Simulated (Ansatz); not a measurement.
Compare A (`C=C([SiH3])SC`) with its isomer B (`C[SiH2]CC=S`).

Program: Ansatz. Geometries: PBE0-D4/def2-TZVP. ΔE: electronic, gas phase. CCSD(T)/CBS adds triple-zeta CCSD(T) − MP2 to the extrapolated MP2 energy (def2 sets, frozen cores). DFT in def2-TZVPP. One conformer a species, not always the lowest.

Problem. Which isomer does CCSD(T)/CBS put lower? Give the gap. (Estimate.)

Solution. Ansatz gave: B, by 13.7 kcal/mol.

Problem. Give E(B) − E(A) in kcal/mol with CCSD/def2-TZVPP, r2SCAN-D4, CCSD(T)/def2-TZVPP, MP2/def2-TZVPP, ωB97M-V, PBE0-D4, B2PLYP. (Best estimate.)

Solution. Computed: CCSD/def2-TZVPP -14.3, r2SCAN-D4 -14.4, CCSD(T)/def2-TZVPP -14.4, MP2/def2-TZVPP -14.9, ωB97M-V -14.1, PBE0-D4 -13.8, B2PLYP -14.5. None reverses the order clearly.

Largest T1 diagnostic: 0.015.

In def2-TZVPP, CCSD(T) changes the Hartree–Fock value by −1.0 kcal/mol (the triples alone add −0.0 kcal/mol) and MP2 by −1.6 kcal/mol. The D4 term adds +1.0 kcal/mol with B3LYP and +0.5 kcal/mol with PBE0; it sums over pairs of atoms, weighted by their polarisabilities, and B3LYP, whose exchange is more repulsive, gets the larger term.

B3LYP here is the variant with VWN-RPA as its local correlation; programs differ in this.
